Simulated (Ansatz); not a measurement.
In4Sb3⁺. Total charge 1; singlet. Geometry PBE-D4/def2-SVP, basis def2-TZVP, Ansatz.

Cartesian coordinates in Å:
```
In 2.199 0.188 0.260
In 1.359 -2.801 -0.573
In -3.273 0.339 1.163
In 1.185 1.718 -2.379
Sb -0.232 -0.838 1.797
Sb -0.336 1.828 0.731
Sb -0.904 -0.434 -0.998
```

| run | HOMO (eV) | LUMO (eV) |
| --- | --- | --- |
| A | -10.61 | -4.49 |
| B | -8.33 | -6.60 |
| C | -8.54 | -6.60 |
| D | -9.83 | -5.24 |
| E | -8.99 | -6.07 |

In the def2 sets In, Sb take a core potential; there is no spin–orbit coupling. The structure comes from a short search, and lower isomers may exist.

**Question.** The runs used CAM-B3LYP, PBE, PBE0, r2SCAN, ωB97X-V. Estimate which is which.

**Answer.** A ωB97X-V (range-separated); B PBE (0 % exact exchange); C r2SCAN (0 % exact exchange); D CAM-B3LYP (range-separated); E PBE0 (25 % exact exchange). Exact exchange lowers occupied and raises empty levels; among semilocal functionals meta-GGAs tend to open the gap a little, and such runs are hard to tell apart. The gap grows from 1.73 eV (PBE) to 6.12 eV (ωB97X-V).
